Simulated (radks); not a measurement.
Values are calculated unless marked as measured or tabulated.
How relativity changes the ionisation of the platinum ion Pt2+ ([Xe] 4f14 5d8) to Pt3+ ([Xe] 4f14 5d7). Spin-unpolarised spherical Kohn-Sham, PBE, point nucleus unless stated (finite: rms radius 5.427 fm), a radial shooting solver on a logarithmic mesh with Libxc functionals. A level marked "c x" has the speed of light scaled by that factor and shares open shells by 2j + 1; other Dirac levels either fill j = l - 1/2 first or share by 2j + 1.

[
 {"level": "non-rel.", "E(Pt2+) (hartree)": "-17333.7732", "E(Pt3+) (hartree)": "-17332.5569", "IE (eV)": "33.098", "HOMO": "5d", "<r> HOMO (bohr)": "1.531"},
 {"level": "scalar-rel.", "E(Pt2+) (hartree)": "-18412.4442", "E(Pt3+) (hartree)": "-18411.2603", "IE (eV)": "32.217", "HOMO": "5d", "<r> HOMO (bohr)": "1.557"},
 {"level": "scalar-rel., finite nucleus", "E(Pt2+) (hartree)": "-18408.6082", "E(Pt3+) (hartree)": "-18407.4243", "IE (eV)": "32.218", "HOMO": "5d", "<r> HOMO (bohr)": "1.557"},
 {"level": "Dirac, 2j+1 shares", "E(Pt2+) (hartree)": "-18445.6856", "E(Pt3+) (hartree)": "-18444.5018", "IE (eV)": "32.214", "HOMO": "5d5/2", "<r> HOMO (bohr)": "1.581"},
 {"level": "Dirac, low j first", "E(Pt2+) (hartree)": "-18445.7297", "E(Pt3+) (hartree)": "-18444.5741", "IE (eV)": "31.448", "HOMO": "5d5/2", "<r> HOMO (bohr)": "1.583"},
 {"level": "Dirac, 2j+1 shares, finite nucleus", "E(Pt2+) (hartree)": "-18441.8073", "E(Pt3+) (hartree)": "-18440.6234", "IE (eV)": "32.215", "HOMO": "5d5/2", "<r> HOMO (bohr)": "1.581"},
 {"level": "Dirac, c x 2", "E(Pt2+) (hartree)": "-17576.8990", "E(Pt3+) (hartree)": "-17575.6912", "IE (eV)": "32.865", "HOMO": "5d5/2", "<r> HOMO (bohr)": "1.543"},
 {"level": "Dirac, c x 3", "E(Pt2+) (hartree)": "-17439.5030", "E(Pt3+) (hartree)": "-17438.2906", "IE (eV)": "32.993", "HOMO": "5d5/2", "<r> HOMO (bohr)": "1.537"},
 {"level": "Dirac, c x 100", "E(Pt2+) (hartree)": "-17333.8668", "E(Pt3+) (hartree)": "-17332.6505", "IE (eV)": "33.098", "HOMO": "5d5/2", "<r> HOMO (bohr)": "1.531"}
]

NIST Atomic Spectra Database: 29 eV (theoretical). The relativistic part of the total energy of Pt2+ is -1108 hartree (Dirac, 2j+1 shares, finite nucleus), 6.4 % of the non-relativistic value. Spin polarisation and multiplet splitting of open shells are left out at every level.

Beside tabulated values, note that relativity, absent from the non-relativistic runs, is large for the heavy elements, and spin-unpolarised runs miss the spin-polarisation part of the exchange energy of open shells.
